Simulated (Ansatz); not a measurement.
Si₂B₈, relaxed as a singlet with RKS PBE-D4/def2-SVP in Ansatz, starting from the GFN1-xTB geometry. Force threshold 0.03 eV/Å.

The restricted singlet is unstable towards broken spin symmetry in Hartree–Fock (as tested in another run); at PBE-D4/def2-SVP this wasn't settled. The structure comes from a short search, and lower isomers may exist.

Start:

Cartesian coordinates in Å:
```
B 0.790 -1.714 -0.613
B -0.216 0.439 0.134
B 0.623 0.550 1.586
B -0.935 -0.612 -2.149
B -1.330 1.712 -0.270
B 0.019 -1.771 -1.908
B -1.292 0.647 -1.346
B 1.009 -0.874 0.658
Si -0.600 2.259 1.453
Si 1.933 -0.636 2.457
```

Task: Estimate the energy that the relaxation releases and the steps that it takes.

Result: 67.6 kcal/mol, in 16 steps; 25 s on 4 threads of Arm Neoverse V1 on a shared host. No frequencies were taken in this run, so the end may be a saddle point.

Task: Does the start keep its bonding and symmetry?

Result: Bonds formed: B1–Si10, B2–B4, B4–B8, B6–B8 (atoms count from 1). Point group Cs at the start, C2v at the end, both within 0.05 Å.

Task: Predict the relaxed structure.

Result: 
Cartesian coordinates in Å:
```
B 1.332 -2.058 -0.096
B -0.471 0.700 0.004
B 0.542 0.424 1.332
B -0.616 -0.482 -1.512
B -1.466 1.953 -0.234
B 0.368 -1.726 -1.284
B -1.449 0.879 -1.373
B 0.493 -0.683 0.052
Si -0.481 2.096 1.500
Si 1.750 -1.103 1.611
```
Bond lengths: 13 × B–B 1.57 to 1.93 Å; 6 × B–Si 1.97 to 2.05 Å.
